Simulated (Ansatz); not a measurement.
C2H6CuN, SMILES `C[N](C)[Cu]`, 10 atoms. Charge 0, multiplicity 1. Correlated methods include outer-core shells of Cu, which these sets cover unevenly. Scalar relativity is left out up to krypton. All runs use 4 threads of a server CPU on a shared host. Correlated methods freeze the cores.

Task: Give the basis size and wall time and peak host memory of each of these runs in Ansatz. RKS PBE0-D4/def2-TZVP frequencies; RKS PBE0-D4/def2-QZVPP energy; RKS PBE0-D4/def2-TZVP relaxation (6 steps); direct RPA on PBE orbitals/def2-TZVPP energy; RKS revPBE-D4/def2-TZVPP energy; RKS BHLYP-D4/def2-TZVPP energy; RKS ωB97M-V/def2-TZVPP energy and forces; RKS ωB97M-V/def2-SVP energy; RHF-CCSD(T)/def2-SVP energy; RKS ωB97M-V/def2-QZVPP energy; RKS PBE0-D4/def2-SVP energy; RKS PBE-QIDH (frozen core)/def2-TZVPP energy. (Estimate.)

Result: The calculation gave: Other jobs shared the machine, so times are rough.

```tsv
level	job	functions	wall time	peak host memory (GiB)
RKS PBE0-D4/def2-SVP	energy	103	1.6 s	0.23
RKS revPBE-D4/def2-TZVPP	energy	241	2.5 s	0.32
RKS BHLYP-D4/def2-TZVPP	energy	241	3.1 s	0.66
RKS ωB97M-V/def2-SVP	energy	103	5.5 s	0.34
RKS PBE-QIDH (frozen core)/def2-TZVPP	energy	241	6 s	0.66
direct RPA on PBE orbitals/def2-TZVPP	energy	241	8 s	0.67
RKS PBE0-D4/def2-QZVPP	energy	451	9.5 s	1.6
RHF-CCSD(T)/def2-SVP	energy	103	11 s	0.56
RKS ωB97M-V/def2-TZVPP	energy and forces	241	11 s	0.91
RKS PBE0-D4/def2-TZVP	relaxation (6 steps)	174	18 s	0.49
RKS ωB97M-V/def2-QZVPP	energy	451	22 s	1.9
RKS PBE0-D4/def2-TZVP	frequencies	174	110 s	0.5
```
